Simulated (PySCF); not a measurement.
AlClH₄O₂Si. Atoms are numbered in the order given.

```xyz
9

Si    -1.2958    -0.4121    -0.1810
Cl    -1.6559     1.6640    -0.2385
Al     1.1094    -0.6232     0.1581
O      1.7630    -2.1922     0.2650
O      2.1442     0.7284     0.2900
H     -1.8021    -0.9830    -1.4605
H     -2.1364    -0.9756     0.9123
H      2.6972    -2.3949     0.3956
H      1.8530     1.6472     0.2456
```
Charge 0, spin multiplicity 1.

Geometry: TPSSh-D3(BJ)/def2-SVP. The structure was generated by enumeration; whether it is a known compound was not checked. The values are those of a single conformer.

These are TPSSh-D3(BJ)/def2-SVP (PySCF 2.14.0) values and carry that method's errors.

Frequencies are harmonic and unscaled.

```
mode  ν (cm⁻¹)  IR (km/mol)  Raman (Å⁴/amu)  depolarisation  moving atoms (share of kinetic energy)
----  --------  -----------  --------------  --------------  --------------------------------------
1           24          1.0             0.0               –        O 41 %, Si 24 %, Cl 20 %, H 14 %
2           59          5.2             0.1            0.61                  O 43 %, Cl 38 %, H 8 %
3          166          0.9             3.0            0.61        O 43 %, Cl 21 %, Al 20 %, Si 9 %
4          193         14.5             0.1            0.75                 Al 55 %, O 22 %, H 22 %
5          207         36.9             2.7            0.65        O 47 %, Si 21 %, H 20 %, Al 10 %
6          354        211.8             0.7            0.75                          H 90 %, O 10 %
7          371         43.9             1.3            0.75                          H 85 %, O 12 %
8          385         27.1            17.3            0.09        Si 42 %, Al 27 %, O 17 %, H 12 %
9          440          3.9             0.9            0.75                 H 75 %, Si 15 %, Al 8 %
10         517         50.0             5.7            0.58                        Si 51 %, Cl 44 %
11         557        126.4             1.5            0.60                          H 82 %, O 16 %
12         576        259.5             1.9            0.27                          H 68 %, O 29 %
13         688          6.6            18.5            0.75                                  H 97 %
14         787        231.8            11.8            0.37                 H 46 %, O 34 %, Al 18 %
15         826         71.1             4.2            0.54         H 54 %, O 23 %, Al 15 %, Si 8 %
16         936         60.5             9.6            0.75                 Al 43 %, O 39 %, H 18 %
17         952        111.9            14.7            0.73                                  H 84 %
18        2238         90.1           225.2            0.09                                  H 98 %
19        2243         98.4           137.5            0.75                                  H 96 %
20        3877        117.0           135.3            0.53                                  H 94 %
21        3878         53.8           183.1            0.14                                  H 94 %
```
